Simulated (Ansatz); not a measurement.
Consider the redistribution: `CB[TeH]` + `N[SiH2][AlH2]` → `N[SiH2][TeH]` + `C[BH][AlH2]`.

Gas-phase electronic energies from Ansatz, PBE0-D4/def2-TZVP geometries. CBS: MP2 limit from def2 TZ/QZ plus the TZ coupled-cluster correction, frozen cores. DFT in def2-TZVPP. B3LYP here is the variant with VWN-RPA as its local correlation; programs differ in this. HSE06 is defined as in plane-wave codes. Elements past krypton have def2 core potentials. For Te outer-core shells are correlated without core-valence functions, which leaves a few kJ/mol of doubt a bond. Each species was taken in one conformer, which may not be the lowest.

```tsv
level	ΔE (kJ/mol)	difference from CCSD(T)/CBS
PBE-D4	43.7	3.0
B97M-V	44.1	3.4
ωB97M-V	33.6	-7.1
revPBE	42.0	1.3
BLYP	39.0	-1.7
PBE0	40.8	0.1
B3LYP	37.5	-3.2
HSE06	40.7	0.0
CAM-B3LYP	36.6	-4.1
LC-ωPBE	37.2	-3.5
MP2/def2-SVP	42.6	1.9
HF/def2-TZVPP	28.4	-12.3
MP2/def2-TZVPP	43.2	2.5
SCS-MP2/def2-TZVPP	40.7	0.0
CCSD(T)/def2-TZVPP	45.1	4.4
MP2/def2-QZVPP	40.3	-0.4
CCSD(T)/CBS	40.7	0
```

Task: What do rigid-rotor, harmonic-oscillator terms from PBE0-D4/def2-TZVP frequencies (298.15 K, 1 bar) make of the CCSD(T)/CBS value? (Estimate.)

Result: Computed: ΔZPE = -2.5 kJ/mol, ΔH = +38.9 kJ/mol, ΔS = 3 J/(mol·K), ΔG = +38.0 kJ/mol.

Largest T1 diagnostic among the species: 0.013.

At CCSD(T), def2-SVP lies +4.1 kJ/mol from the extrapolated value and def2-TZVPP +4.4 kJ/mol. In def2-TZVPP, CCSD(T) changes the Hartree–Fock value by +16.7 kJ/mol (the triples alone add +3.1 kJ/mol) and MP2 by +14.8 kJ/mol. Leaving LDA and LC-ωPBE aside and taking each functional with its dispersion term where it has one, the values spread over 10.5 kJ/mol, from ωB97M-V to B97M-V. LDA lies +3.8 kJ/mol from PBE without D4.
